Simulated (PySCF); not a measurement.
# How methods differ on the ionisation energy of Ir³⁺

Ir³⁺ [Xe] 4f14 5d6 [5d3/2^4 5d5/2^2, M_J = 4] → Ir⁴⁺ [Xe] 4f14 5d5 [5d3/2^4 5d5/2^1, M_J = 5/2], as a difference of total energies. Computed with PySCF 2.14 in x2c-QZVPPall-2c, with the two-component X2C-1e Hamiltonian. Correlated levels: [Kr] 4d10 4f14 frozen; the 58 highest virtual spinors dropped. "Screened" scales the spin-orbit matrix elements by Boettger's factors to mimic the two-electron term; Breit and QED terms are absent.

```json
{"method": "GHF (spin-free)", "ionisation energy (eV)": "39.593"}
{"method": "GMP2 (spin-free)", "ionisation energy (eV)": "41.004"}
{"method": "GHF (screened spin-orbit)", "ionisation energy (eV)": "40.017"}
{"method": "GMP2 (screened spin-orbit)", "ionisation energy (eV)": "41.456"}
```

**Question.** How much does correlation contribute at GMP2 (screened spin-orbit)?

**Answer.** 41.456 − (40.017) = 1.439 eV, measured against GHF (screened spin-orbit).

The spin-free rows relax to the high-spin LS determinant and lack the spin-orbit shift.

The labels give the starting determinants; with spin-orbit coupling the two ends relaxed to ⟨J²⟩ = 20.04, ⟨L²⟩ = 6.84, ⟨S²⟩ = 5.73 and ⟨J²⟩ = 8.76, ⟨L²⟩ = 0.37, ⟨S²⟩ = 8.41.

For comparison: 40 ± 1.7 eV (theoretical estimate listed by NIST; NIST Atomic Spectra Database, ionization energies).
